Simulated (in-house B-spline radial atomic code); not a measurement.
# Ionising Zn III (Zn2+) with different functionals

Computed with a B-spline radial code for spherical atoms: non-relativistic Hamiltonian, point nucleus, spin-polarised at highest spin, spherical fractional occupations for the functionals, and exact exchange of hybrids averaged over the configuration. The ionisation energy is the difference of two self-consistent energies, [Ar] 3d10 → [Ar] 3d9, without Breit or QED terms; ε is the level of the shell that loses the electron (its least bound occupied spin orbital).

| method | rung | ΔSCF (eV) | -ε(3d) (eV) |
| --- | --- | --- | --- |
| PBE0 | global hybrid | 40.03 | 33.95 |
| B3LYP | global hybrid | 40.33 | 33.58 |
| TPSSh | global hybrid | 40.18 | 32.08 |
| M06-2X | global hybrid | ? | ? |
| BHandHLYP | global hybrid | 39.57 | 36.91 |
| r2SCAN0 | global hybrid | ? | ? |
| B97-1 | global hybrid | 40.08 | 33.45 |
| HSE06 | range-separated hybrid | 40.02 | 33.53 |
| wB97X | range-separated hybrid | 39.91 | 36.28 |
| CAM-B3LYP | range-separated hybrid | 40.30 | 35.59 |
| LC-wPBE | range-separated hybrid | 40.36 | 36.43 |

What does M06-2X give?

ΔSCF 39.46 eV, and -ε(3d) = 37.32 eV.

What does r2SCAN0 give?

ΔSCF 40.19 eV, and -ε(3d) = 34.15 eV.

Among the functionals, which spreads more, the ΔSCF values or the orbital energies?

The orbital energies: ΔSCF values span about 0.91 eV and the orbital energies 5.24 eV; here energy differences depend much less on the functional than eigenvalues do.

How do they compare with the NIST value?

NIST lists 39.723 eV (measured, ground level to ground level). Errors run from -0.27 to +0.64 eV; BHandHLYP is closest (-0.15 eV), but part of that can be cancellation, since the calculations leave out relativity, Breit-QED terms, multiplet and fine-structure energies.
